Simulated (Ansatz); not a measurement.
C4H9NO (SMILES CC(=O)N(C)C), singlet, geometry from GFN2-xTB, with bond 9-1 at 1.8 times its length; Ansatz (a program for electronic structure) with PBE0/STO-3G.

Ansatz was given this input:
Ansatz 0.2 input:
```yaml
crystal:
  periodic: [false, false, false]
  atoms:
    - {symbol: C, position_ang: [-1.67732196, -0.50074772, -0.65125544]}
    - {symbol: N, position_ang: [-0.57422778, -0.00792134, 0.14175086]}
    - {symbol: C, position_ang: [-0.86869143, 0.33280828, 1.51208061]}
    - {symbol: C, position_ang: [0.67424499, -0.00386145, -0.38905005]}
    - {symbol: C, position_ang: [1.78455202, 0.44966916, 0.53412904]}
    - {symbol: O, position_ang: [0.88585823, -0.33651426, -1.53961564]}
    - {symbol: H, position_ang: [-2.44944444, 0.26546260, -0.74932265]}
    - {symbol: H, position_ang: [-1.29193779, -0.75297076, -1.63723256]}
    - {symbol: H, position_ang: [-2.46016855, -2.10579388, 0.17294661]}
    - {symbol: H, position_ang: [-0.34513720, 1.23939610, 1.81400081]}
    - {symbol: H, position_ang: [-0.59346284, -0.47578459, 2.19769932]}
    - {symbol: H, position_ang: [-1.93881019, 0.51078421, 1.60496050]}
    - {symbol: H, position_ang: [2.72960926, 0.32720761, 0.01256754]}
    - {symbol: H, position_ang: [1.66052237, 1.49927813, 0.79283406]}
    - {symbol: H, position_ang: [1.79692460, -0.14057928, 1.44710246]}
basis:
  gaussian:
    orbitals: STO-3G
hamiltonian:
  xc: pbe0
scf: {lower_state_search: off}
magnetization: {spin_polarized: true}
```

Task: Write the output that Ansatz gives for this input, abridged.

Result: 
```
Functional definition: PBE0
these checks for a lower state are left out or cut short: stability, starts, cluster_reference, orbital_swaps, neighbouring_geometries, increment
558 factors; integrals over basis functions are off by at most 3.4e-5 eV
mean field evaluation 1: about -7716.0194 eV, gradient 2.3e1 eV
mean field evaluation 2: about -7702.4886 eV, gradient 5.8e1 eV
mean field evaluation 4: about -7719.5495 eV, gradient 2.2e0 eV
mean field evaluation 8: about -7719.5143 eV, gradient 8.1e-2 eV
mean field evaluation 16: about -7719.5143 eV, gradient 4.9e-6 eV
mean field -7719.51434031 eV, -283.6869195317 hartree, gradient 4.9e-6 eV, S^2 0.000000; 0 other end points of the search recorded, 0 dependent functions left out
reference -7719.51435975 eV, -283.6869202459 hartree; 24, 24 occupied and 15, 15 virtual orbitals, 558 factors
Total energy: -7719.51435975 eV, -283.6869202459 hartree
Checks for a lower state left out: stability, starts, cluster_reference, orbital_swaps, neighbouring_geometries, increment
```
